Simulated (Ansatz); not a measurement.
Total energies of In(phosphinine)H3 (C5H8InP) from Ansatz at PBE0-D4/def2-TZVP, gas phase (1 Eh = 27.2114 eV = 2625.5 kJ/mol). The reference geometry is relaxed at PBE0-D4/def2-SVP.

| atom | x (Å) | y (Å) | z (Å) |
| --- | --- | --- | --- |
| In1 | 2.3447 | -2.1747 | -1.3538 |
| P2 | 0.4535 | -0.4229 | -0.2611 |
| C3 | -1.1913 | -0.1948 | -0.7273 |
| C4 | -2.0428 | 0.7141 | -0.1066 |
| C5 | -1.6549 | 1.5336 | 0.9553 |
| C6 | -0.3687 | 1.5202 | 1.4986 |
| C7 | 0.6513 | 0.6925 | 1.0394 |
| H8 | -1.5676 | -0.8014 | -1.5564 |
| H9 | -3.0720 | 0.7923 | -0.4705 |
| H10 | -2.3925 | 2.2191 | 1.3804 |
| H11 | -0.1517 | 2.1985 | 2.3297 |
| H12 | 1.6357 | 0.7409 | 1.5147 |
| H13 | 3.7012 | -1.1575 | -0.9651 |
| H14 | 1.6663 | -2.1300 | -2.9546 |
| H15 | 1.9888 | -3.5299 | -0.3229 |

```csv
state,geometry,energy (Eh)
charge 0 singlet,reference,-726.50903
charge 1 doublet,reference,-726.17882
free In atom (doublet),–,-190.11398
free P atom (quartet),–,-341.13505
free C atom (triplet),–,-37.80537
free H atom (doublet),–,-0.50104
```

In the def2 sets In takes a core potential; there is no spin–orbit coupling.

(1) Work out the vertical ionisation energy to the doublet.

(2) What is the binding energy per atom against free atoms?

(1) E(charge 1 doublet) − E(charge 0 singlet) = -726.17882 − (-726.50903) = 0.33021 Eh = 8.99 eV. For comparison, −ε of the highest occupied level is 7.30 eV at this level, 1.69 eV less.

(2) Atoms: 1 × (-190.11398) + 1 × (-341.13505) + 5 × (-37.80537) + 8 × (-0.50104) = -724.28420 Eh. Binding: -724.28420 − (-726.50903) = 2.22483 Eh = 60.54 eV, or 4.04 eV for each of 15 atoms (no zero-point energy, no counterpoise term).
